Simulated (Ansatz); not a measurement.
Geometry optimisation, RKS PBE0-D4/6-31G* in Ansatz 0.2.0.

Input:

```yaml
crystal:
  periodic: [false, false, false]
  atoms:
    - { symbol: Si, position_ang: [0.0, 0.0, 0.0] }
    - { symbol: "N", position_ang: [1.1383, 0.0, 1.6687] }
    - { symbol: H, position_ang: [0.2613, -0.2713, 2.1987] }
    - { symbol: H, position_ang: [2.0153, 0.2713, 2.1987] }
    - { symbol: H, position_ang: [1.6341, 0.0, 0.2923] }
    - { symbol: H, position_ang: [-0.6877, 1.1914, -0.4862] }
    - { symbol: O, position_ang: [-0.7913, -1.3709, -0.5594] }
    - { symbol: C, position_ang: [-1.5365, -2.2685, 0.2501] }
    - { symbol: H, position_ang: [-1.2251, -2.1576, 1.3097] }
    - { symbol: H, position_ang: [-2.6187, -2.04, 0.1571] }
    - { symbol: H, position_ang: [-1.349, -3.3106, -0.083] }
basis:
  gaussian: { orbitals: "6-31G*" }
hamiltonian:
  xc: pbe0
  dispersion: d4
relax:
  f_tol: 0.15
  max_steps: 25
  restrain:
    - { distance: [1, 4], at: 1.06, k: 30.0 }
    - { distance: [0, 1], at: 3.02, k: 30.0 }
    - { distance: [0, 4], at: 2.66, k: 30.0 }
output:
  orbitals: {}
```

Command:

```bash
$ ansatz run input.yaml --threads 1 --pin off --max-ram 2048MiB --backend cpu --events-out ev --progress --plain --runs-dir out
```

Task: Where does it end, and by what steps?

Result: The run converged. The restraints hold the end off the free minimum; the threshold counts their pulls, which the force column leaves out. Restrained pairs: N2–H5 (1.46 → 1.04 Å), Si1–N2 (2.02 → 3.01 Å), Si1–H5 (1.66 → 2.66 Å). After 23 steps the energy has fallen by 3.493 eV (the restraints' own energy left out); H5 moved furthest, 1.37 Å.

```csv
step,energy less start (eV),largest force component (eV/Å),accepted
0,0.0000,5.852,yes
1,1.4425,7.625,yes
2,2.2361,8.665,yes
3,0.9552,7.912,yes
4,-1.0444,4.849,yes
5,-2.1703,1.748,yes
6,-2.6217,2.414,yes
7,-2.8461,1.846,yes
8,-3.0184,1.472,yes
9,-3.2389,0.751,yes
10,-3.3631,1.024,yes
11,-3.4234,0.828,yes
12,-3.4450,0.795,yes
13,-3.4496,0.819,yes
14,-3.4569,0.802,yes
15,-3.4297,1.126,no
16,-3.4582,0.800,yes
17,-3.4600,0.884,yes
18,-3.4614,0.835,yes
19,-3.4834,0.734,yes
20,-3.4753,0.934,no
21,-3.4879,0.729,yes
22,-3.4884,0.781,yes
23,-3.4933,0.700,yes
```

```xyz
11
Properties=species:S:1:pos:R:3
Si -0.232 0.245 -0.663
N 1.389 -0.143 1.848
H 0.491 0.211 2.167
H 1.894 0.588 1.353
H 1.243 -0.944 1.209
H -1.364 0.603 0.339
O -0.457 -1.409 -0.654
C -1.355 -2.126 0.172
H -0.948 -2.228 1.189
H -2.329 -1.623 0.236
H -1.491 -3.129 -0.250
```

The run took 92 s on 1 thread of Arm Neoverse V1, with other jobs on the host, peak memory 0.15 GiB.
